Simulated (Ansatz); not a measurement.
Consider the formal loss of a carbene: `CC(C)OBS` → `[CH2]` (triplet) + `CCOBS`.

Computed with Ansatz on PBE0-D4/def2-TZVP structures; ΔE is electronic, products minus reactants. CCSD(T)/CBS adds triple-zeta CCSD(T) − MP2 to the extrapolated MP2 energy (def2 sets, frozen cores). This one scheme is used for every species. Functionals use def2-TZVPP. B3LYP here is the variant with VWN-RPA as its local correlation; programs differ in this. Triplets are unrestricted, without spin–orbit coupling. One conformer a species, not always the lowest.

CCSD(T)/CBS gives +4.70 eV.

(1) Another level gave +4.47 eV. Which?
A. HF/def2-TZVPP
B. B3LYP/def2-TZVPP
C. PBE0-D4/def2-TZVPP
D. B3LYP-D4/def2-TZVPP

Largest T1 diagnostic among the species: 0.013.

Answers

(1) B. B3LYP 4.47, B3LYP-D4 4.59, PBE0-D4 4.65, HF/def2-TZVPP 3.13 eV.

The D4 term adds +0.12 eV with B3LYP and +0.07 eV with PBE0; it sums over pairs of atoms, weighted by their polarisabilities, and B3LYP, whose exchange is more repulsive, gets the larger term. In def2-TZVPP, CCSD(T) changes the Hartree–Fock value by +1.46 eV (the triples alone add +0.12 eV) and MP2 by +1.60 eV. From PBE to PBE0 (25 % exact exchange), in def2-TZVPP and without D4, ΔE moves by −0.07 eV.
